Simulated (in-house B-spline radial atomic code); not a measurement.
Settings and results of a run for the titanium ion Ti²⁺ (an excited or competing configuration). Level of theory: non-relativistic PW91, spin-polarised, spherical fractional occupations, point nucleus; calculated with a B-spline radial code for spherical atoms.

Command:
```bash
python run_scf.py task.json out
```
Settings:
```
Z                22
configuration    [Ne] 3s2 3p5 3d2 4d1
hamiltonian      nr
method           pw91,pw91
spin_polarised   True
```

Output (hartree, bohr):
```
 radial grid: 52 intervals, B-splines of order 8, outer radius 38.5185 bohr

 iter        energy (Eh)    residual
    1        -838.677689    4.46e-01
    2        -844.068581    3.29e-01
    3        -846.576750    8.14e-02
    4        -846.774908    1.57e-02
    5        -846.781806    1.16e-02
    6        -846.785599    9.76e-04
    7        -846.785634    1.16e-04
    8        -846.785635    2.56e-05
    9        -846.785635    2.08e-06
   10        -846.785635    1.71e-07

 total energy                      -846.78564
 kinetic                             846.0524
 electron-nucleus                  -1986.5190
 Hartree                             334.8754
 exchange-correlation                -41.1944

 orbital      occ     eigenvalue          <r>       <r^2>       <1/r>       <r^4>       r_max
 1s up      1.000      -178.9168    0.0701674  0.00660702     21.5283 0.000111735     0.04613
 1s down    1.000      -178.9037    0.0701635  0.00660627     21.5293  0.00011171     0.04613
 2s up      1.000       -20.5822     0.327635    0.126889     4.49294   0.0283239      0.2712
 2s down    1.000       -20.5412      0.32721    0.126514     4.49784   0.0281127      0.2711
 2p up      3.000       -17.3804     0.290739    0.104233     4.43241    0.022366      0.2202
 2p down    3.000       -17.3415     0.290318    0.103872     4.43655   0.0221639      0.2202
 3s up      1.000        -3.2971     0.995846     1.13945     1.40877      2.0628      0.8693
 3s down    1.000        -3.1554      1.00005     1.15053     1.40273     2.11774      0.8702
 3p up      3.000        -2.4385      1.05275     1.29553     1.29763      2.8352      0.8925
 3p down    2.000        -2.3008      1.06095     1.31901     1.28883     2.97349      0.8944
 3d up      2.000        -1.1088      1.24204     1.90888     1.02753     7.74147      0.9137
 4d up      1.000        -0.3625      4.30095     20.9589    0.303985     655.994       3.946
```

Cost of the run: 0.06 s on 1 thread of Arm Neoverse V2 (shared host).
